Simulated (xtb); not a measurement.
C$_{6}$H$_{5}$Cl, triplet, at a GFN2-xTB geometry (a higher spin typed on purpose: for a closed-shell molecule this is an excited state); GFN2-xTB in xtb.

xtb was given this input:
```
$ xtb mol.xyz --gfn 2 --uhf 2 --etemp 3000 --json

# file mol.xyz
12

Cl     1.83420093     0.13297747     0.85980151
C      0.69519421     0.06386758    -0.51905163
C     -0.15472342     1.24542738    -0.54799587
C     -1.46579958     1.11262529    -0.20666758
C     -2.03896329    -0.16252941    -0.03304804
C     -1.27092044    -1.32427420    -0.24550767
C      0.04373298    -1.23620462    -0.58754892
H      0.28836736     2.20789803    -0.74877237
H     -2.09914331     1.98670807    -0.14628794
H     -3.09818260    -0.25014280     0.14937375
H     -1.75718645    -2.28934981    -0.21444114
H      0.63360642    -2.10920265    -0.81757972
```

Q: Write the output that xtb gives for this input, abridged.

A: 
```
   ID    Z sym.   atoms
    1   17 Cl     1
    2    6 C      2-7
    3    1 H      8-12

           -------------------------------------------------
          |                Calculation Setup                |
           -------------------------------------------------

           -------------------------------------------------
          |                 G F N 2 - x T B                 |
           -------------------------------------------------

          ...................................................
          :                      SETUP                      :
          :.................................................:
          :  # basis functions                  39          :
          :  # atomic orbitals                  38          :
          :  # shells                           20          :
          :  # electrons                        36          :
          :  max. iterations                   250          :
          :  Hamiltonian                  GFN2-xTB          :
          :  restarted?                      false          :
          :  GBSA solvation                  false          :
          :  PC potential                    false          :
          :  electronic temp.         3000.0000000     K    :
          :  accuracy                    1.0000000          :
          :  -> integral cutoff          0.2500000E+02      :
          :  -> integral neglect         0.1000000E-07      :
          :  -> SCF convergence          0.1000000E-05 Eh   :
          :  -> wf. convergence          0.1000000E-03 e    :
          :  Broyden damping             0.4000000          :
          :  net charge                          0          :
          :  unpaired electrons                  2          :
          ...................................................

 iter      E             dE          RMSdq      gap      omega  full diag
   1    -20.0545831 -0.200546E+02  0.487E+00    1.87       0.0  T
   2    -20.0690700 -0.144868E-01  0.266E+00    1.69       1.0  T
   3    -20.0627422  0.632776E-02  0.135E+00    1.85       1.0  T
   4    -20.0699361 -0.719394E-02  0.434E-01    1.77       1.0  T
   5    -20.0719679 -0.203173E-02  0.129E-01    1.78       1.0  T
   6    -20.0721013 -0.133409E-03  0.467E-02    1.75       1.0  T
   7    -20.0721205 -0.192183E-04  0.255E-02    1.76       1.1  T
   8    -20.0721219 -0.141835E-05  0.143E-02    1.76       2.0  T
   9    -20.0721226 -0.690471E-06  0.106E-02    1.76       2.7  T
  10    -20.0721231 -0.488726E-06  0.612E-03    1.76       4.7  T
  11    -20.0721233 -0.212867E-06  0.130E-03    1.76      22.2  T
  12    -20.0721233 -0.625161E-08  0.668E-04    1.76      43.2  T
  13    -20.0721233 -0.216206E-08  0.239E-04    1.76     120.9  T

   *** convergence criteria satisfied after 13 iterations ***

 transition dipole moment (au) for excitation:          18          19
     X       Y       Z
   1.1737   0.0962  -0.1473  total (au/Debye):    1.187   3.017
 dE (eV)             :    1.974
 oscillator strength :  0.96351E-01

         :::::::::::::::::::::::::::::::::::::::::::::::::::::
         ::                     SUMMARY                     ::
         :::::::::::::::::::::::::::::::::::::::::::::::::::::
         :: total energy             -19.793627258190 Eh    ::
         :: gradient norm              0.009996033996 Eh/a0 ::
         :: HOMO-LUMO gap              1.761030399137 eV    ::
         ::.................................................::
         :: SCC energy               -20.072108287660 Eh    ::
         :: -> isotropic ES            0.002559573392 Eh    ::
         :: -> anisotropic ES         -0.000208226249 Eh    ::
         :: -> anisotropic XC          0.011184601950 Eh    ::
         :: -> dispersion             -0.009996192838 Eh    ::
         :: repulsion energy           0.278481029470 Eh    ::
         :: add. restraining           0.000000000000 Eh    ::
         :: total charge              -0.000000000012 e     ::
[...]
        21        0.0001           -0.1715986              -4.6694
        22                         -0.0990490              -2.6953
        23                          0.0106647               0.2902
        24                          0.0136157               0.3705
        25                          0.0140387               0.3820
        26                          0.0178087               0.4846
        27                          0.1049260               2.8552
        28                          0.1257572               3.4220
        29                          0.1386148               3.7719
        30                          0.1481388               4.0311
       ...                                ...                  ...
        38                          0.6051754              16.4677
      -------------------------------------------------------------
                  HL-Gap            0.0647167 Eh            1.7610 eV
             Fermi-level           -0.3259196 Eh           -8.8687 eV

     #   Z          covCN         q      C6AA      α(0)
     1  17 Cl       0.977    -0.121   102.925    15.521
     2   6 C        2.869     0.027    27.405     8.581
     3   6 C        2.950    -0.029    28.725     8.791
     4   6 C        2.907    -0.023    28.581     8.766
     5   6 C        2.916    -0.034    28.849     8.808
     6   6 C        2.907    -0.023    28.581     8.766
     7   6 C        2.950    -0.029    28.725     8.791
     8   1 H        0.926     0.052     2.290     2.367
     9   1 H        0.926     0.044     2.402     2.424
    10   1 H        0.926     0.041     2.439     2.442
    11   1 H        0.926     0.044     2.402     2.424
    12   1 H        0.926     0.052     2.290     2.367

 Mol. C6AA /au·bohr⁶  :       2483.696040
 Mol. C8AA /au·bohr⁸  :      69895.717264
 Mol. α(0) /au        :         80.046376

Wiberg/Mayer (AO) data.
largest (>0.10) Wiberg bond orders for each atom

 ---------------------------------------------------------------------------
     #   Z sym  total        # sym  WBO       # sym  WBO       # sym  WBO
 ---------------------------------------------------------------------------
     1  17 Cl   1.184 --     2 C    0.979
     2   6 C    3.306 --     3 C    1.095     7 C    1.095     1 Cl   0.979
     3   6 C    3.853 --     4 C    1.565     2 C    1.095     8 H    0.961
     4   6 C    3.941 --     3 C    1.565     5 C    1.298     9 H    0.960
     5   6 C    3.823 --     6 C    1.298     4 C    1.298    10 H    0.969
     6   6 C    3.941 --     7 C    1.565     5 C    1.298    11 H    0.960
     7   6 C    3.853 --     6 C    1.565     2 C    1.095    12 H    0.961
     8   1 H    0.993 --     3 C    0.961
     9   1 H    0.994 --     4 C    0.960
    10   1 H    0.997 --     5 C    0.969
    11   1 H    0.994 --     6 C    0.960
    12   1 H    0.993 --     7 C    0.961
 ---------------------------------------------------------------------------

Topologies differ in total number of bonds
Writing topology from bond orders to xtbtopo.mol

molecular dipole:
                 x           y           z       tot (Debye)
 q only:       -0.591      -0.042      -0.311
   full:       -0.640      -0.050      -0.089       1.648
molecular quadrupole (traceless):
                xx          xy          yy          xz          yz          zz
 q only:       -0.813      -0.242       2.454      -1.316      -0.040      -1.641
  q+dip:        0.545      -0.295       4.543      -1.696       0.018      -5.088
   full:       -0.293      -0.258       3.034      -0.622       0.043      -2.741

           -------------------------------------------------
          | TOTAL ENERGY              -19.793627258190 Eh   |
          | GRADIENT NORM               0.009996033996 Eh/α |
          | HOMO-LUMO GAP               1.761030399137 eV   |
           -------------------------------------------------

normal termination of xtb
```
